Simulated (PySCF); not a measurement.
The dipole of `C#CP(CC=C)C(=O)OC` from its density and from atomic charges.

Coordinates (PBE0-D3(BJ)/def2-SVP, Å) and charges (e) from the PBE0/pcSseg-1 density (PySCF):

```
atom       x       y       z  Mulliken      IAO  Hirshfeld  ESP-fitted
  C1   0.093   0.193   2.915   -0.3499  -0.2011    -0.0910     -0.4996
  C2  -0.004   0.421   1.725   -0.0656  -0.2771    -0.1189     +0.1551
  P3  -0.240   0.888   0.037   +0.6076  +0.5489    +0.1842     -0.2466
  C4  -1.309  -0.506  -0.591   -0.3674  -0.4277    -0.1064     +0.1199
  C5  -2.658  -0.494   0.049   -0.2351  -0.1328    -0.0437     -0.0902
  C6  -3.795  -0.171  -0.569   -0.1524  -0.3088    -0.1001     -0.5044
  C7   1.386   0.297  -0.680   +0.2769  +0.3467    +0.1611     +0.7702
  O8   1.469  -0.387  -1.665   -0.4015  -0.4535    -0.2437     -0.5192
  O9   2.425   0.805  -0.024   -0.4430  -0.3232    -0.0975     -0.3400
 C10   3.708   0.465  -0.531   -0.0498  -0.2124    -0.0306     -0.1946
 H11   0.187  -0.015   3.966   +0.0782  +0.2045    +0.1008     +0.3367
 H12  -0.785  -1.459  -0.419   +0.1789  +0.1622    +0.0441     -0.0111
 H13  -1.376  -0.351  -1.679   +0.1663  +0.1629    +0.0486     +0.0869
 H14  -2.684  -0.761   1.113   +0.1294  +0.1475    +0.0404     +0.1397
 H15  -4.752  -0.176  -0.040   +0.1258  +0.1518    +0.0488     +0.2016
 H16  -3.812   0.107  -1.628   +0.1175  +0.1426    +0.0459     +0.2018
 H17   3.855  -0.625  -0.515   +0.1242  +0.1524    +0.0503     +0.1194
 H18   3.824   0.818  -1.566   +0.1248  +0.1522    +0.0498     +0.1276
 H19   4.435   0.956   0.125   +0.1350  +0.1649    +0.0583     +0.1467
```

**Question.** Form Σ q r in debye for every column and set it beside the full dipole.

**Answer.** The full density gives (1.05, -0.37, 1.21) D, 1.64 D in size; dipole vectors point from the negative to the positive end.

| scheme | μx | μy | μz | size (D) | share of the full size (%) | angle to the full dipole (°) |
| --- | --- | --- | --- | --- | --- | --- |
| Mulliken | -0.73 | 1.71 | -3.07 | 3.59 | 218 | 150 |
| IAO | 0.51 | 1.69 | 0.56 | 1.86 | 113 | 79 |
| Hirshfeld | 0.69 | 0.89 | 0.67 | 1.31 | 80 | 56 |
| ESP-fitted | 1.04 | -0.40 | 1.13 | 1.59 | 97 | 2 |

**Question.** Which set comes closest?

**Answer.** Length of the difference vector: ESP-fitted 0.09 D, Hirshfeld 1.41 D, IAO 2.23 D, Mulliken 5.08 D. Closest: ESP-fitted. ESP charges are fitted to the potential around the molecule, whose slowest-falling term is the dipole's. The schemes that divide the density aren't constrained to reproduce the dipole.

**Question.** What is left for the Hirshfeld atoms' own dipoles?

**Answer.** The shares of the density sum to the whole, so what Σ q r misses lies in dipoles about the nuclei. The atomic dipoles sum to (1.05, -0.37, 1.21) − (0.69, 0.89, 0.67) = (0.36, -1.26, 0.54) D, 1.41 D in size.

**Question.** With the origin at the mean of the coordinates, (-0.002, 0.000, 0.001) Å, which are the largest single terms, by size, of the Mulliken dipole along the direction of the full one?

**Answer.** C1 -3.63, O9 -2.89, H16 -2.07, C6 +2.06, C4 +2.05 D; all 19 atoms together -3.10 D. The single terms depend on the origin, their sum doesn't.

**Question.** Give the size of the full dipole in other units.

**Answer.** 1.64 D = 0.647 au = 0.342 e·Å = 5.48 × 10⁻³⁰ C·m.

The structure is a single PBE0-D3(BJ)/def2-SVP conformer in the gas phase; no vibrational or solvent corrections.

Shape of the structure used: `[CH:1]#[C:2][P:3]([CH2:4][CH:5]=[CH2:6])[C:7](=[O:8])[O:9][CH3:10]`: C2–P3–C4–C5 67°, P3–C4–C5–C6 109°, C2–P3–C7–O8 130°, P3–C7–O9–C10 -177°.
